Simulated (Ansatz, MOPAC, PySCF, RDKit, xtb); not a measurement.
Noncovalent pair: NH3 (SMILES N) (first 4 atoms) with PH3 (SMILES P); geometry from B3LYP-D3(BJ)/def2-TZVP, rigid monomers moved along the line of their centres of mass till N1···P5 is 3.71 Å.
(charge 0, multiplicity 1):
```
atom    x (Å)    y (Å)    z (Å)
----  -------  -------  -------
N     -0.0643  -0.1165   0.0765
H     -0.9063  -0.6806   0.0766
H     -0.3421   0.8358  -0.1314
H      0.5202  -0.4387  -0.6864
P     -0.0792   0.5258   3.7272
H      1.1663   1.0260   3.2794
H      0.2797   0.5981   5.1026
H      0.3084  -0.8290   3.6003
```

```csv
level,interaction energy (meV),"minus CCSD(T)/CBS(aug-cc-pV(D+d)Z, aug-cc-pV(T+d)Z)",cost
MMFF94,12.6,73.3,-
PM6,-38.4,22.3,-
PM7,-138.6,-78.0,-
GFN1-xTB,-41.0,19.6,-
HF/STO-3G (no counterpoise),-20.6,40.0,-
HF/aug-cc-pV(T+d)Z,-26.1,34.6,-
r2SCAN-D4/def2-TZVPPD,-61.0,-0.4,×2
B3LYP/3-21G (no counterpoise),-139.2,-78.5,-
B3LYP/6-31G* (no counterpoise),-77.9,-17.2,-
B3LYP/6-311+G** (no counterpoise),-38.5,22.1,-
PBE0-D3(BJ)/def2-TZVPPD,-66.2,-5.5,×2
PBE0-D4/def2-TZVPPD,-66.9,-6.2,×2
wB97M-V/def2-TZVPPD,-60.5,0.2,×3
"CCSD(T)/CBS(aug-cc-pV(D+d)Z, aug-cc-pV(T+d)Z)",-60.7,0.0,×400*
```

 The comparison column counts from a level with limits of its own.

The rows run from -139.2 (B3LYP/3-21G (no counterpoise)) to 12.6 meV (MMFF94).

Monomers are frozen at their geometry in the pair; levels with a basis set take the counterpoise correction. Rows marked so take none.

Cores are frozen in the correlated methods. CBS(a, b) extrapolates the correlation energy as X⁻³ and adds the Hartree–Fock energy of set b. Rows in 3-21G, 6-311+G**, 6-31G*, STO-3G carry no dispersion term and start afresh at each structure (6-31G* with six Cartesian d functions). The state that PM6, PM7 reach isn't checked; PM7 holds dispersion and hydrogen-bond terms.

Codes used: Ansatz (Gaussian basis) for Hartree–Fock, density functionals and correlated methods; MOPAC for PM6, PM7 (differences of heats of formation); PySCF for 3-21G rows, 6-311+G** rows, 6-31G* rows, STO-3G rows, the dispersion terms; RDKit for the force fields; xtb for the GFN methods. Values without a source in brackets are computed.

Costs are rough ratios of core time to PBE/def2-TZVPPD (about 2.7 s over the structures, on one shared machine); a dash marks a level with no comparable run of its own. A star marks coupled-cluster runs past 200 virtual orbitals, where the program's memory plan changes under this machine's limit, so their costs aren't comparable with smaller runs.

Ansatz is an electronic-structure program.
